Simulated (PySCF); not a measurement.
Removing the step error of a finite difference

System: H₃GeN, singlet, geometry from GFN2-xTB, atoms displaced at random by about 0.08 Å a coordinate. Level: R2SCAN/6-31G, gradient (PySCF). Sums are taken with unrounded values, so a last digit can differ.

Central differences of the energy along x of atom 5 gave a gradient component of 0.018285 Eh/bohr at step 0.05 and 0.018458 Eh/bohr at step 0.2 (atomic units).

### Question
Extrapolate to zero step.

### Answer
The leading error of a symmetric difference goes as h², so A(h) = A0 + c h². Then c = (0.018458 - (0.018285))/(0.2² - 0.05²) = 0.00461 (atomic units) and A0 = 0.018285 - c × 0.05² = 0.018274 Eh/bohr. The analytic value from the same program and level (with grid response) is 0.018273 Eh/bohr: the smaller step missed it by 0.000012, the extrapolation by 0.000000.
